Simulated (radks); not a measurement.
Values are calculated unless marked as measured or tabulated.
The arsenic ion As6+ is in [Ar] 3d9. Code: a radial shooting solver on a logarithmic mesh with Libxc functionals. Model: scalar-relativistic Kohn-Sham, BLYP, spin-polarised, spherical densities, finite nucleus; Fermi nuclear charge, rms radius of each element as measured or else 0.836 A^(1/3) + 0.57 fm. Open shells are filled with parallel spins first. One electron is removed from 2p, 3p, 3d, 3s in turn, with full relaxation. Which removal costs least, and what does each cost?

Answer. 3d 150.50 eV; 3p 244.70 eV; 3s 301.76 eV; 2p 1446.5 eV. The 3d electron leaves first.
